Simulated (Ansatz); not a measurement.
# Abstraction of Br: C2H2BrF + CH2Br → C2H2F + CH2Br2

Species: C2H2BrF `C=C(F)Br`, singlet; CH2Br `[CH2]Br`, doublet; C2H2F `C=[C]F`, doublet; CH2Br2 (dibromomethane) `BrCBr`, singlet. A radical takes Br: the energy is the difference in strength between two C–Br bonds in different surroundings.

Shapes, held fixed at every level: PBE0-D4/def2-TZVP. Programs: Ansatz 0.2.0. Electronic energies: no zero-point or thermal term.

Estimate ΔE of this reaction.

B2PLYP/def2-TZVPP gives ΔE = +57.1 kJ/mol; the levels span +40.8 to +59.4. The median of the levels is +56.8. No measured value is set beside it here. Spin contamination: C2H2F (⟨S²⟩ up to 0.93). Open shells run unrestricted unless RO is named. Relativity is left out for Br unless named. Correlated rows may include outer-core shells of Br, which these sets cover unevenly.

```tsv
level	kind	ΔE (kJ/mol)
HF/def2-SVP	Hartree–Fock	+41.8
HF/def2-TZVPP	Hartree–Fock	+40.8
B3LYP-D4/def2-TZVPP	global hybrid	+56.5
BHLYP-D4/def2-TZVPP	global hybrid	+56.8
r2SCAN0-D4/def2-TZVPP	global hybrid	+59.0
wB97M-V/def2-TZVPP	range-separated hybrid	+59.4
B2PLYP/def2-TZVPP	double hybrid	+57.1
```
